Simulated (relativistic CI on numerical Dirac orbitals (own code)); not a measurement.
## Ligand-field terms of d4

Computed with a parametric ligand-field model of a d^n configuration (Racah B and C, spin-orbit zeta, crystal field), exact diagonalisation.

Field parameters in Wybourne normalisation: D4h B²₀ = −7Ds, B⁴₀ = 21(Dq − Dt), B⁴₄ = 21√(5/14) Dq; Oh B⁴₀ = 21Dq, B⁴₄ = √(5/14) B⁴₀. The field is a parameter set, without covalency.

**Question.** Ground term and bands for B = 450, C = 1850, ζ = 0 cm⁻¹, D4h, 10Dq = 14200, Ds = 3000, Dt = -440 cm⁻¹?

**Answer.** Ground term 1A1 with 0.03 electrons in the two orbitals of the cubic e set. Spin-allowed: 1E 8058 cm⁻¹ (1241 nm), 1E 17321 cm⁻¹ (577 nm), 1B2 18427 cm⁻¹ (543 nm), 1B1 18891 cm⁻¹ (529 nm). Lowest spin-forbidden: 3E 2723 cm⁻¹, 5B1 6938 cm⁻¹ (1441 nm), 3A2 13376 cm⁻¹ (748 nm).

**Question.** A d4 ion in Oh symmetry has the ground term 3T1 and bands at 5E 5192 cm⁻¹ (1926 nm), 1T2 12590 cm⁻¹ (794 nm), 1E 14016 cm⁻¹ (713 nm), 3E 27984 cm⁻¹ (357 nm), 3T1 29124 cm⁻¹ (343 nm), 3T2 30248 cm⁻¹ (331 nm), 3A1 31962 cm⁻¹ (313 nm). Which parameters reproduce them?

**Answer.** B = 1010, C = 4420, ζ = 0 cm⁻¹, Oh, 10Dq = 31850 cm⁻¹.

**Question.** Ground term and bands for B = 720, C = 3380, ζ = 0 cm⁻¹, Oh, 10Dq = 3250 cm⁻¹?

**Answer.** Ground term 5E with 1.00 electrons in the two orbitals of the cubic e set. Spin-allowed: 5T2 3250 cm⁻¹ (3077 nm). Lowest spin-forbidden: 3T1 15025 cm⁻¹ (666 nm), 3E 16798 cm⁻¹ (595 nm), 3T1 18004 cm⁻¹ (555 nm).

**Question.** Ground term and bands for B = 390, C = 2010, ζ = 0 cm⁻¹, Oh, 10Dq = 4100 cm⁻¹?

**Answer.** Ground term 5E with 1.00 electrons in the two orbitals of the cubic e set. Spin-allowed: 5T2 4100 cm⁻¹ (2439 nm). Lowest spin-forbidden: 3T1 7042 cm⁻¹ (1420 nm), 3E 9920 cm⁻¹ (1008 nm), 3T1 10543 cm⁻¹ (948 nm).

**Question.** Ground term and bands for B = 520, C = 2530, ζ = 0 cm⁻¹, Oh, 10Dq = 6950 cm⁻¹?

**Answer.** Ground term 5E with 1.00 electrons in the two orbitals of the cubic e set. Spin-allowed: 5T2 6950 cm⁻¹ (1439 nm). Lowest spin-forbidden: 3T1 7412 cm⁻¹ (1349 nm), 3E 12661 cm⁻¹ (790 nm), 3T1 13404 cm⁻¹ (746 nm).
